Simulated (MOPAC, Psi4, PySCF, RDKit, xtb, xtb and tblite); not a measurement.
Two geometries of SMILES Clc1cccc(-c2ccccc2)c1 (C12H9Cl), relaxed at GFN2-xTB with one dihedral held; other torsions can differ between them too.

Structure A

```
22

Cl     3.5118     2.3368    -1.6357
C      2.7342     1.0895    -0.7208
C      3.5051     0.1828    -0.0115
C      2.8719    -0.8118     0.7141
C      1.4916    -0.8956     0.7342
C      0.7209     0.0229     0.0281
C     -0.7499    -0.0798     0.0190
C     -1.4682    -0.0067     1.2081
C     -2.8495    -0.0739     1.1958
C     -3.5281    -0.2111    -0.0036
C     -2.8202    -0.2757    -1.1922
C     -1.4392    -0.2010    -1.1831
C      1.3529     1.0141    -0.7152
H      4.5810     0.2546    -0.0307
H      3.4640    -1.5283     1.2634
H      1.0016    -1.6762     1.2971
H     -0.9364     0.1062     2.1419
H     -3.3988    -0.0145     2.1240
H     -4.6067    -0.2647    -0.0123
H     -3.3465    -0.3802    -2.1297
H     -0.8847    -0.2524    -2.1090
H      0.7666     1.7289    -1.2720
```

Structure B

```
22

Cl    -3.5598     2.3076    -1.6174
C     -2.7542     1.0700    -0.7139
C     -3.5035     0.1474    -0.0024
C     -2.8482    -0.8397     0.7135
C     -1.4663    -0.9021     0.7202
C     -0.7192     0.0308     0.0101
C      0.7584    -0.0489    -0.0068
C      1.4154    -0.6089    -1.0958
C      2.7954    -0.7071    -1.1028
C      3.5302    -0.2507    -0.0215
C      2.8805     0.3019     1.0693
C      1.5004     0.3978     1.0801
C     -1.3711     1.0179    -0.7187
H     -4.5806     0.2016    -0.0121
H     -3.4236    -1.5663     1.2672
H     -0.9573    -1.6736     1.2789
H      0.8380    -0.9641    -1.9373
H      3.2984    -1.1430    -1.9535
H      4.6074    -0.3273    -0.0283
H      3.4503     0.6570     1.9155
H      0.9894     0.8263     1.9303
H     -0.8002     1.7417    -1.2800
```

Q: Which is lower in energy at the level PBE0-D3(BJ)/def2-SVP // GFN2-xTB (Psi4), and by how much?

A: A is lower, by 5.54 kJ/mol (dihedral C5–C6–C7–C8: 60° in A, 100° in B).

E(B) − E(A) in kJ/mol at the other levels, on the same two geometries: GFN2-xTB (xtb and tblite) 4.40; MMFF94 // GFN2-xTB (RDKit) 0.93; PBE0/def2-SVP // GFN2-xTB (Psi4) 5.36; PBE/def2-SVP // GFN2-xTB (Psi4) 5.77; PBE-D3(BJ)/def2-SVP // GFN2-xTB (Psi4) 6.05; UFF // GFN2-xTB (RDKit) 6.07; AM1, restricted, heats of formation // GFN2-xTB (MOPAC) 2.37; PM6, restricted, heats of formation // GFN2-xTB (MOPAC) 0.46; GFN1-xTB // GFN2-xTB (xtb) 3.98; restricted B3LYP/6-31G*, spherical d, density fitting // GFN2-xTB (PySCF) 5.58.
